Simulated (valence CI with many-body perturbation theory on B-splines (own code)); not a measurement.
The numbers below are computed, except where a source is named.
Level structure of Cd X

Level of theory: valence CI with perturbative core correlation (CI+MBPT): three valence electrons over a frozen Dirac-Fock core [Kr], radial functions for each j: 9 s, 9 p, 10 d, 8 f, 5 g, 3 h, 1 i, with the one-electron correlation potential Σ1, the two-electron term Σ2, the three-electron term Σ3, Breit, model QED; selected CI, second order for the rest, scaled by the run's own slope (own B-spline code, finite nucleus).

No measured levels were compared; by estimate terms of the open shell hold to 2 to 4 % of their energy, and close levels can change places. Core correlation moves these levels by up to 2600 cm⁻¹, and in measured spectra 5 to 20 % of such shifts remained as error; rates that hang on mixing are uncertain with them. The list stops below the first excitations out of the core. Only levels of the ground parity were solved; by the run's estimate the other parity begins above the list, which can be wrong where configurations are misplaced.

Levels 1 to 19 of 19, with energies above the lowest level, 4d3 4F_3/2. "Leading %" is the weight of the configuration and term that name the level; weights of strongly mixed levels are sums over their largest components and can fall short. In the jj column 3d3/2^4 stands for four electrons in 3d with j = 3/2.

| No. | Configuration | Term | J | E (cm⁻¹) | Leading % | Second component | Leading jj |
| --- | --- | --- | --- | --- | --- | --- | --- |
| 1 | 4d3 | 4F | 3/2 | 0.0 | 94 | 5 % 4d3 2D | 4d3/2^3 (55 %) |
| 2 | 4d3 | 4F | 5/2 | 3855 | 98 |  | 4d3/2^2 4d5/2 (85 %) |
| 3 | 4d3 | 4F | 7/2 | 7956 | 96 |  | 4d3/2 4d5/2^2 (64 %) |
| 4 | 4d3 | 4F | 9/2 | 11816 | 88 | 11 % 4d3 2G | 4d3/2 4d5/2^2 (49 %) |
| 5 | 4d3 | 4P | 3/2 | 19338 | 65 | 25 % 4d3 2P | 4d3/2^2 4d5/2 (68 %) |
| 6 | 4d3 | 4P | 1/2 | 20450 | 85 | 15 % 4d3 2P | 4d3/2^2 4d5/2 (88 %) |
| 7 | 4d3 | 2G | 7/2 | 24368 | 95 |  | 4d3/2 4d5/2^2 (55 %) |
| 8 | 4d3 | 2H | 9/2 | 25336 | 50 | 41 % 4d3 2G | 4d3/2^2 4d5/2 (69 %) |
| 9 | 4d3 | 4P | 5/2 | 26040 | 96 |  | 4d3/2 4d5/2^2 (64 %) |
| 10 | 4d3 | 2D | 3/2 | 30536 | 52 | 28 % 4d3 4P | 4d3/2 4d5/2^2 (84 %) |
| 11 | 4d3 | 2P | 1/2 | 32449 | 85 | 15 % 4d3 4P | 4d3/2 4d5/2^2 (88 %) |
| 12 | 4d3 | 2H | 11/2 | 34189 | 100 |  | 4d3/2 4d5/2^2 (100 %) |
| 13 | 4d3 | 2H | 9/2 | 35885 | 49 | 48 % 4d3 2G | 4d5/2^3 (61 %) |
| 14 | 4d3 | 2D | 5/2 | 37618 | 95 |  | 4d3/2 4d5/2^2 (61 %) |
| 15 | 4d3 | 2P | 3/2 | 41814 | 57 | 35 % 4d3 2D | 4d5/2^3 (86 %) |
| 16 | 4d3 | 2F | 7/2 | 48644 | 98 |  | 4d3/2 4d5/2^2 (81 %) |
| 17 | 4d3 | 2F | 5/2 | 49198 | 95 | 5 % 4d3 2D | 4d3/2 4d5/2^2 (49 %) |
| 18 | 4d3 | 2D | 5/2 | 75448 | 94 | 4 % 4d3 2F | 4d5/2^3 (50 %) |
| 19 | 4d3 | 2D | 3/2 | 75778 | 99 |  | 4d3/2 4d5/2^2 (86 %) |

Names give the largest LS component (configuration and term), which can be under half, so a name can repeat, a term be missing and a line seem to break the LS rules; names also repeat where a configuration has a term twice.

The ionisation energy to 4d2 3F_2 of the next ion comes out as 173.48 eV (NIST: 173 ± 2.2 eV (theoretical)). All 19 levels together are meant to be complete up to 373870 cm⁻¹.
